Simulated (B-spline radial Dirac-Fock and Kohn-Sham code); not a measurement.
**K-line shifts caused by a second vacancy in I⁻**

System: I⁻ in the configuration [Kr] 4d10 5s2 5p6, inside a Watson sphere of charge +1 and radius 2.2 Å (a model of the Madelung potential; inside it an electron's potential energy is lowered by 6.5 eV).

The run's input, task.json:

```json
{"items": [{
  "Z": 53,
  "q": -1,
  "cfg": [[1, 0, 2], [2, 0, 2], [2, 1, 6], [3, 0, 2], [3, 1, 6], [3, 2, 10], [4, 0, 2], [4, 1, 6], [4, 2, 10], [5, 0, 2], [5, 1, 6]],
  "A": 127,
  "rrms": 4.75,
  "watson": [1, 2.2],
  "do": ["binding", "quiet", "double"]
}]}
```

Command: `python xray_run.py task.json out`

Level of theory: Dirac-Fock energy differences between relaxed states, corrected for Breit and QED terms; an atomic code on a B-spline grid. Each two-hole energy is an average over J within one jj subconfiguration, not an observable level; in light atoms, where LS coupling holds, the j-resolved values are not observed lines, and for a K spectator the Kα1 hypersatellite is nearly forbidden. Electron correlation is not included.

Lines without a spectator: Kα2 (K-L2) 28315.0 eV, Kα1 (K-L3) 28609.9 eV, Kβ3 (K-M2) 32233.6 eV, Kβ1 (K-M3) 32290.3 eV. Shifts in eV with one spectator hole (a dash: not computed, or left out as unreliable):

| spectator hole | Kα2 | Kα1 | Kβ3 | Kβ1 |
| --- | --- | --- | --- | --- |
| K (1s) | +620.1 | +642.6 | +792.7 | +797.6 |
| L2 (2p1/2) | +69.6 | +88.5 | – | +184.9 |
| L3 (2p3/2) | +66.0 | +66.8 | +160.7 | – |
| M2 (3p1/2) | – | +10.52 | +23.32 | +28.27 |
| M3 (3p3/2) | +7.41 | – | +23.42 | +22.92 |
| M4 (3d3/2) | +1.36 | -1.50 | – | – |
| M5 (3d5/2) | -2.08 | +0.08 | – | – |

With n spectator holes in 2p, averaged over the 2p shell (energies in eV):

| n | KαLⁿ | step | hypersatellite KαʰLⁿ |
| --- | --- | --- | --- |
| 0 | 28511.5 | – | 29146.6 |
| 1 | 28584.1 | +72.6 | 29220.7 |
| 2 | 28658.0 | +73.9 | 29296.1 |
| 3 | 28733.2 | +75.2 | 29372.8 |
| 4 | 28809.6 | +76.5 | 29450.8 |
| 5 | 28887.4 | +77.8 | 29530.1 |
